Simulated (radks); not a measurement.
The numbers below are computed, except where a source is named.
All-electron atom: the iridium ion Ir3+ in [Xe] 4f14 5d6. Code: a radial shooting solver on a logarithmic mesh with Libxc functionals. Model: Dirac Kohn-Sham, PBEsol, spin-unpolarised, spherical densities, finite nucleus; open shells fill j = l - 1/2 first; Fermi nuclear charge, rms radius 5.4032 fm. Some entries of the table are withheld. Estimate them.

| orbital | occ. | eigenvalue (eV) | r(max) (bohr) | <r^2> (bohr^2) |
|---|---|---|---|---|
| 1s1/2 | 2 | -75987.32 | 0.01082 | 0.0004199 |
| 2s1/2 | 2 | -13309.92 | 0.06253 | 0.006365 |
| 2p1/2 | 2 | -12756.04 | 0.04621 | 0.004518 |
| 2p3/2 | 4 | -11129.46 | 0.05337 | 0.005711 |
| 3s1/2 | 2 | -3136.668 | 0.1760 | 0.04142 |
| 3p1/2 | 2 | -2887.510 | 0.1644 | 0.03785 |
| 3p3/2 | 4 | -2531.404 | 0.1790 | 0.04433 |
| 3d3/2 | 4 | -2113.569 | 0.1397 | 0.03414 |
| 3d5/2 | 6 | -2036.581 | 0.1437 | 0.03591 |
| 4s1/2 | 2 | -693.3913 | 0.3978 | 0.2026 |
| 4p1/2 | 2 | -588.1325 | 0.3965 | (1) |
| 4p3/2 | 4 | -503.8120 | 0.4269 | (2) |
| 4d3/2 | 4 | -330.8484 | (3) | (4) |
| 4d5/2 | 6 | -315.1932 | (5) | (6) |
| 5s1/2 | 2 | (7) | 0.8913 | 1.071 |
| 5p1/2 | 2 | -95.7086 | (8) | 1.268 |
| 4f5/2 | 6 | -95.1299 | 0.3924 | 0.3454 |
| 4f7/2 | 8 | -92.0074 | 0.3972 | 0.3557 |
| 5p3/2 | 4 | -81.9374 | (9) | 1.507 |
| 5d3/2 | 4 | -37.5463 | 1.255 | 2.679 |
| 5d5/2 | 2 | -36.0974 | 1.291 | 2.838 |

Answer. 
(1) 4p1/2 <r^2> (bohr^2): 0.2074
(2) 4p3/2 <r^2> (bohr^2): 0.2413
(3) 4d3/2 r(max) (bohr): 0.4211
(4) 4d3/2 <r^2> (bohr^2): 0.2580
(5) 4d5/2 r(max) (bohr): 0.4306
(6) 4d5/2 <r^2> (bohr^2): 0.2703
(7) 5s1/2 eigenvalue (eV): -128.9216
(8) 5p1/2 r(max) (bohr): 0.9461
(9) 5p3/2 r(max) (bohr): 1.027
